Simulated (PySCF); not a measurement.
C₂H₃BrF₂, SMILES FC(F)CBr. Atoms are numbered in the order given.

```xyz
8

F     -1.7913    -0.4839     0.7237
C     -1.3770     0.4709    -0.1274
F     -2.1503     1.5644     0.0628
C      0.0528     0.8598     0.1628
Br     1.2700    -0.5903    -0.1967
H     -1.5203     0.1098    -1.1608
H      0.1463     1.1348     1.2216
H      0.3427     1.7083    -0.4685
```

The structure is a stationary point at PBE0-D3(BJ)/def2-SVP. Other conformers were not sampled.

Calculation: PBE/def2-TZVP (PySCF).

Gas-phase values at a fixed geometry.

total energy: -2851.30213 hartree
highest occupied level: -7.04 eV
lowest empty level: -1.37 eV
orbital gap: 5.66 eV
dipole moment: 1.34 D
quadrupole, principal values (traceless, Buckingham form, about the centre of nuclear charge): -5.76, 1.14, 4.62 D·Å
mean static polarisability: 46.0 bohr³ (6.82 Å³)
polarisability, principal values: 39.0, 40.9, 58.2 bohr³
